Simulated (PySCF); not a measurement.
In(Cl)2(vinyl) (C2H3Cl2In), SMILES C=[CH][In]([Cl])[Cl].

Geometry: B3LYP-D3(BJ)/def2-SVP. The structure was generated by enumeration; whether it is a known compound was not checked. The def2 effective core potentials stand for the cores of In; spin–orbit coupling is left out. One conformer was computed; it need not be the lowest.

These are ωB97X/def2-TZVP run with PySCF values and carry that method's errors.

Symmetry labels are those of the subgroup Cs that the program uses (full group Cs).

List the valence orbital energies around the gap with their symmetry. (An estimate is asked for; the answer gives what the named calculation found.)


```json
[
 {"orbital": "HOMO−7", "symmetry": "A'", "energy (eV)": "-14.18"},
 {"orbital": "HOMO−6", "symmetry": "A'", "energy (eV)": "-12.28"},
 {"orbital": "HOMO−5", "symmetry": "A'", "energy (eV)": "-11.91"},
 {"orbital": "HOMO−4", "symmetry": "A\"", "energy (eV)": "-11.82"},
 {"orbital": "HOMO−3", "symmetry": "A\"", "energy (eV)": "-11.37"},
 {"orbital": "HOMO−2", "symmetry": "A'", "energy (eV)": "-11.22"},
 {"orbital": "HOMO−1", "symmetry": "A\"", "energy (eV)": "-11.17"},
 {"orbital": "HOMO", "symmetry": "A'", "energy (eV)": "-10.87"},
 {"orbital": "LUMO", "symmetry": "A\"", "energy (eV)": "-0.18"},
 {"orbital": "LUMO+1", "symmetry": "A'", "energy (eV)": "0.07"},
 {"orbital": "LUMO+2", "symmetry": "A\"", "energy (eV)": "1.91"},
 {"orbital": "LUMO+3", "symmetry": "A'", "energy (eV)": "2.15"}
]
```
